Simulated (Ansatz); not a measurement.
Reaction (formal exchange of groups at a C–C bond): `CCCCc1ccccc1` + `OBO` → `CCB(O)O` + `CCc1ccccc1`

Gas-phase electronic energies from Ansatz, PBE0-D4/def2-TZVP geometries. CCSD(T)/CBS adds triple-zeta CCSD(T) − MP2 to the extrapolated MP2 energy (def2 sets, frozen cores). This one scheme is used for every species. Functionals use def2-TZVPP. B3LYP here is the variant with VWN-RPA as its local correlation; programs differ in this. One conformer a species, not always the lowest.

Q: Is it downhill or uphill in electronic energy at CCSD(T)/CBS, and by how much? (Estimate.)

A: The calculation gave: Downhill: ΔE = -37.3 kJ/mol.

Q: What do these levels give: r2SCAN-D4, PBE0-D4, B3LYP-D4, PBE, HF/def2-TZVPP, MP2/def2-TZVPP, CCSD/def2-TZVPP, CCSD(T)/def2-TZVPP, HF/def2-QZVPP, SCS-MP2/def2-QZVPP, MP2/CBS(def2), CCSD/CBS(def2)? (Best estimate.)

A: The calculation gave: r2SCAN-D4 -43.3, PBE0-D4 -41.0, B3LYP-D4 -39.4, PBE -43.2, HF/def2-TZVPP -39.8, MP2/def2-TZVPP -35.6, CCSD/def2-TZVPP -38.1, CCSD(T)/def2-TZVPP -37.2, HF/def2-QZVPP -39.4, SCS-MP2/def2-QZVPP -34.8, MP2/CBS(def2) -35.7, CCSD/CBS(def2) -38.2 kJ/mol.

Largest T1 diagnostic among the species: 0.013.

The D4 term adds +3.4 kJ/mol with B3LYP and +2.4 kJ/mol with PBE0; it sums over pairs of atoms, weighted by their polarisabilities, and B3LYP, whose exchange is more repulsive, gets the larger term.
